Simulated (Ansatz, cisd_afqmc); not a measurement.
System: Bi, charge 1, triplet.

Total energies in def2-TZVPPD, 4 correlated electrons, 9 frozen orbitals. UHF or UKS for unpaired electrons; spin-orbit terms are left out. Correlated methods leave the cores frozen (noble-gas shells, and filled d and f shells in the p block). Past Kr the def2 sets carry scalar-relativistic core potentials. AFQMC/CISD: phaseless, guided by CISD from CCSD amplitudes; bars are statistical, one sigma. Outlying blocks are dropped, and bars are widened where a walk drifts. Over all cases where full CI ran beside it in this data, AFQMC minus full CI had a median of +0.1 mEh and passed +0.4 mEh in a tenth of the cases. Spin-orbit terms, left out, reach several kcal/mol for Br and I, and more for heavier atoms.

| method | program | energy (Eh) | minus CCSDTQ (mEh) |
|---|---|---|---|
| HF | Ansatz | -213.29197 | 49.48 |
| MP2 | Ansatz | -213.33027 | 11.18 |
| CCSD | Ansatz | -213.34027 | 1.18 |
| CCSD(T) | Ansatz | -213.34119 | 0.26 |
| CCSDT(Q) | Ansatz | -213.34145 | 0.00 |
| CCSDTQ | Ansatz | -213.34145 | 0.00 |
| AFQMC/CISD | cisd_afqmc | -213.3414 ± 0.0001 | 0.1 ± 0.1 |

Ansatz is an electronic-structure program.
